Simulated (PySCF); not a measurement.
SMILES O=C(O)[SiH2]B(O)O (CH5BO4Si), GFN2-xTB optimised geometry.

```
12

O      2.07     0.13    -0.26
C      1.41    -0.86     0.00
O      1.99    -2.01     0.31
Si    -0.52    -0.86     0.00
B     -0.99     1.08     0.00
O     -2.24     1.58     0.17
O     -0.04     2.01    -0.19
H      2.96    -1.94     0.29
H     -0.85    -1.64    -1.20
H     -0.89    -1.72     1.13
H     -2.96     0.97     0.30
H      0.86     1.68    -0.30
```

Density from CAM-B3LYP/def2-TZVP in PySCF 2.14.0 at that geometry.

Minimum of the electron density along straight lines between bonded atoms, close to the bond critical point (lines longer than 1.1 times the sum of covalent radii, or with two minima, are not listed):

```tsv
bond	length / Å	ρ at the minimum / e bohr⁻³	∇²ρ there / e bohr⁻⁵	position (fraction from the first atom)
O1–C2	1.217	0.421	___	0.66
C2–O3	1.328	0.318	-0.61	0.34
C2–Si4	1.927	___	___	0.62
Si4–B5	2.001	0.119	-0.10	0.39
B5–O6	1.359	0.211	0.93	0.33
B5–O7	1.344	0.221	0.96	0.33
O3–H8	0.975	0.345	-2.35	0.81
Si4–H9	1.473	0.123	0.16	0.49
Si4–H10	1.470	0.124	0.16	0.49
O6–H11	0.954	0.365	-2.53	0.81
O7–H12	0.966	0.348	-2.44	0.82
```

Problem. What belongs in the gaps?

Solution. 
- O1–C2, ∇²ρ there / e bohr⁻⁵: -0.32
- C2–Si4, ρ at the minimum / e bohr⁻³: 0.111
- C2–Si4, ∇²ρ there / e bohr⁻⁵: 0.18
